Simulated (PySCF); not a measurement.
PySCF input file for Be(SeH)(SiH3) (BeH4SeSi), SMILES [Be]([SiH3])[SeH], TDDFT-ωB97X/def2-SVPD. The structure is a stationary point at B3LYP-D3(BJ)/def2-TZVP. The values are those of a single conformer.

```python
import numpy as np
from pyscf import gto, scf, dft, tdscf

mol = gto.M(
    atom='''
    Be   -0.15190237   -0.37971622    0.41654657
    Se    0.30473610    0.96118240   -1.04804819
    H     1.73944426    0.75679491   -0.77338197
    Si   -0.65450746   -1.81253202    1.97339265
    H    -1.54926633   -2.89136090    1.47447658
    H    -1.34418274   -1.17450367    3.12672664
    H     0.56369159   -2.47681853    2.51213371
    ''',
    basis='def2-SVPD',
    charge=0,
    spin=0,
    max_memory=1600,
    verbose=4,
)
mf = dft.RKS(mol, xc='wb97x').density_fit(auxbasis='def2-universal-jkfit')
mf.grids.level = 3
mf.conv_tol = 1e-9
mf.max_cycle = 100
mf.kernel()
mf.grids = dft.Grids(mol).set(level=1).build(with_non0tab=True)  # coarser grid for the response kernel
td = tdscf.TDDFT(mf)
td.singlet = True
td.nstates = 10
td.conv_tol = 1e-4
td.kernel(x0=td.get_init_guess(mf, 15))
td.analyze()
tt = tdscf.TDA(mf)
tt.singlet = False
tt.nstates = 4
tt.conv_tol = 1e-4
tt.kernel(x0=tt.get_init_guess(mf, 9))
tt.analyze(verbose=3)
```

Log of the run:

```
PySCF version 2.14.0

[INPUT] verbose = 4
[INPUT] num. atoms = 7
[INPUT] num. electrons = 56
[INPUT] charge = 0
[INPUT] spin (= nelec alpha-beta = 2S) = 0
[INPUT] symmetry False subgroup None
[INPUT] Mole.unit = angstrom
[INPUT] Symbol           X                Y                Z      unit          X                Y                Z       unit  Magmom
[INPUT]  1 Be    -0.151902370000  -0.379716220000   0.416546570000 AA   -0.287053876972  -0.717559660855   0.787158935427 Bohr   0.0
[INPUT]  2 Se     0.304736100000   0.961182400000  -1.048048190000 AA    0.575867769268   1.816371491752  -1.980524044446 Bohr   0.0
[INPUT]  3 H      1.739444260000   0.756794910000  -0.773381970000 AA    3.287073260347   1.430135112365  -1.461480112977 Bohr   0.0
[INPUT]  4 Si    -0.654507460000  -1.812532020000   1.973392650000 AA   -1.236839845885  -3.425189109805   3.729171644730 Bohr   0.0
[INPUT]  5 H     -1.549266330000  -2.891360900000   1.474476580000 AA   -2.927689057710  -5.463880228276   2.786356913285 Bohr   0.0
[INPUT]  6 H     -1.344182740000  -1.174503670000   3.126726640000 AA   -2.540137239967  -2.219490268597   5.908657015982 Bohr   0.0
[INPUT]  7 H      0.563691590000  -2.476818530000   2.512133710000 AA    1.065222723821  -4.680508681948   4.747244700188 Bohr   0.0

nuclear repulsion = 152.310856424844
number of shells = 47
number of NR pGTOs = 187
number of NR cGTOs = 109
basis = def2-SVPD
ecp = {}


[settings echo left out]
init E= -2706.9094330117
  HOMO = -0.302395224518912  LUMO = -0.016805070757274  gap/eV = 7.77130
cycle= 1 E= -2707.81125577695  delta_E= -0.902  |g|= 0.261  |ddm|= 2.78
  HOMO = -0.335869630981157  LUMO = -0.00813927812536175  gap/eV = 8.91800
cycle= 2 E= -2707.84094031883  delta_E= -0.0297  |g|= 0.113  |ddm|= 0.708
  HOMO = -0.357398549422802  LUMO = 0.0145428208772214  gap/eV = 10.12104
cycle= 3 E= -2707.84618462178  delta_E= -0.00524  |g|= 0.0319  |ddm|= 0.27
  HOMO = -0.354244646034409  LUMO = 0.0146522727952751  gap/eV = 10.03820
cycle= 4 E= -2707.84665193463  delta_E= -0.000467  |g|= 0.0175  |ddm|= 0.105
  HOMO = -0.355460219852052  LUMO = 0.0150415997865663  gap/eV = 10.08187
cycle= 5 E= -2707.84671609858  delta_E= -6.42e-05  |g|= 0.00167  |ddm|= 0.0385
  HOMO = -0.355374743211681  LUMO = 0.0148412736161125  gap/eV = 10.07409
cycle= 6 E= -2707.84671905337  delta_E= -2.95e-06  |g|= 0.00049  |ddm|= 0.00826
  HOMO = -0.355459070322868  LUMO = 0.014842523711851  gap/eV = 10.07642
cycle= 7 E= -2707.84671932672  delta_E= -2.73e-07  |g|= 0.000172  |ddm|= 0.00182
  HOMO = -0.355467897177247  LUMO = 0.0148565496851099  gap/eV = 10.07704
cycle= 8 E= -2707.84671936452  delta_E= -3.78e-08  |g|= 4.02e-05  |ddm|= 0.000678
  HOMO = -0.355470154556144  LUMO = 0.0148607107794705  gap/eV = 10.07722
cycle= 9 E= -2707.8467193673  delta_E= -2.78e-09  |g|= 8.95e-06  |ddm|= 0.000173
  HOMO = -0.355470333472347  LUMO = 0.0148601854184531  gap/eV = 10.07721
cycle= 10 E= -2707.8467193674  delta_E= -1e-10  |g|= 2.78e-06  |ddm|= 4.48e-05
  HOMO = -0.355470118261758  LUMO = 0.0148605641661814  gap/eV = 10.07721
Extra cycle  E= -2707.84671936741  delta_E= -7.73e-12  |g|= 1.27e-06  |ddm|= 9.55e-06
converged SCF energy = -2707.84671936741
tot grids = 28720


******** <class 'pyscf.tdscf.rks.TDDFT'> for <class 'pyscf.df.df_jk.DFRKS'> ********
nstates = 10 singlet
deg_eia_thresh = 1.000e-03
wfnsym = None
conv_tol = 0.0001
eigh lindep = 1e-12
eigh level_shift = 0
eigh max_cycle = 100


Excitation energies (eV)
[4.85596845 5.38669345 5.81690937 5.90469388 5.92996923 6.84109761
 7.09415904 7.38434999 7.61280464 7.70660233]

** Singlet excitation energies and oscillator strengths **
Excited State   1:      4.85597 eV    255.32 nm  f=0.0001
      28 -> 29        0.67126
      28 -> 31       -0.10177
      28 -> 33        0.13083
Excited State   2:      5.38669 eV    230.17 nm  f=0.0241
      27 -> 29       -0.68036
Excited State   3:      5.81691 eV    213.14 nm  f=0.0013
      27 -> 30       -0.60417
      28 -> 31        0.29361
Excited State   4:      5.90469 eV    209.98 nm  f=0.1526
      28 -> 30        0.66486
Excited State   5:      5.92997 eV    209.08 nm  f=0.0535
      27 -> 30       -0.31631
      28 -> 29       -0.11688
      28 -> 31       -0.51780
      28 -> 32       -0.10128
      28 -> 33        0.14172
      28 -> 34       -0.23006
Excited State   6:      6.84110 eV    181.23 nm  f=0.0633
      26 -> 30       -0.14681
      28 -> 31       -0.31873
      28 -> 33       -0.35384
      28 -> 34        0.36158
      28 -> 36        0.17858
      28 -> 37        0.14574
      28 -> 38       -0.11285
      28 -> 42       -0.12822
Excited State   7:      7.09416 eV    174.77 nm  f=0.0534
      26 -> 29        0.51045
      26 -> 31       -0.19300
      27 -> 31       -0.37555
Excited State   8:      7.38435 eV    167.90 nm  f=0.4299
      26 -> 29       -0.38342
      27 -> 31       -0.50501
      27 -> 32        0.17891
Excited State   9:      7.61280 eV    162.86 nm  f=0.0575
      24 -> 29       -0.11139
      25 -> 29        0.16014
      26 -> 30       -0.61028
      27 -> 40       -0.10257
      28 -> 34       -0.11348
Excited State  10:      7.70660 eV    160.88 nm  f=0.0109
      24 -> 29        0.44141
      24 -> 30       -0.17913
      24 -> 39       -0.10219
      25 -> 29       -0.40957
      25 -> 30       -0.17176
      26 -> 30       -0.16841

** Transition electric dipole moments (AU) **
state          X           Y           Z        Dip. S.      Osc.
  1        -0.0009      0.0210      0.0198      0.0008      0.0001
  2        -0.4030      0.0856     -0.1140      0.1827      0.0241
  3         0.0057      0.0860      0.0450      0.0094      0.0013
  4        -0.3757     -0.6145      0.7321      1.0546      0.1526
  5         0.0117      0.4929      0.3539      0.3683      0.0535
  6        -0.0147      0.4552      0.4126      0.3777      0.0633
  7        -0.3700     -0.2840      0.2998      0.3074      0.0534
  8        -0.0520     -1.0390      1.1375      2.3762      0.4299
  9         0.0228     -0.3917     -0.3928      0.3082      0.0575
 10        -0.0334     -0.1601     -0.1755      0.0575      0.0109

** Transition velocity dipole moments (imaginary part, AU) **
state          X           Y           Z        Dip. S.      Osc.
  1        -0.0001      0.0049      0.0046      0.0000      0.0002
  2        -0.0823      0.0173     -0.0231      0.0076      0.0256
  3         0.0012      0.0170      0.0085      0.0004      0.0011
  4        -0.0809     -0.1285      0.1540      0.0468      0.1437
  5         0.0024      0.1088      0.0789      0.0181      0.0553
  6        -0.0037      0.1167      0.1058      0.0248      0.0658
  7        -0.0902     -0.0772      0.0818      0.0208      0.0532
  8        -0.0167     -0.2808      0.3074      0.1736      0.4266
  9         0.0064     -0.1071     -0.1075      0.0231      0.0549
 10        -0.0099     -0.0459     -0.0502      0.0047      0.0111

** Transition magnetic dipole moments (imaginary part, AU) **
state          X           Y           Z
  1        -0.0036      0.2424     -0.2690
  2        -0.0324      0.7749      0.6993
  3         1.1154     -0.2325      0.2962
  4         0.0511      0.1099      0.0987
  5         0.2801      0.1086     -0.1175
  6        -0.2484     -0.1013      0.0983
  7         0.0032      0.1118      0.1022
  8        -0.0003      0.2557      0.2332
  9         0.8358     -0.1496      0.1712
 10         0.2489      0.5054     -0.4961


******** <class 'pyscf.tdscf.rks.TDA'> for <class 'pyscf.df.df_jk.DFRKS'> ********
nstates = 4 triplet
deg_eia_thresh = 1.000e-03
wfnsym = None
conv_tol = 0.0001
eigh lindep = 1e-12
eigh level_shift = 0
eigh max_cycle = 100


Excitation energies (eV)
[4.57135948 4.70269922 4.96353593 5.0921203 ]

** Triplet excitation energies and oscillator strengths **
Excited State   1:      4.57136 eV    271.22 nm  f=0.0000
Excited State   2:      4.70270 eV    263.64 nm  f=0.0000
Excited State   3:      4.96354 eV    249.79 nm  f=0.0000
Excited State   4:      5.09212 eV    243.48 nm  f=0.0000
```

The run converged.

Cost: around 2.8 core-minutes (rough).
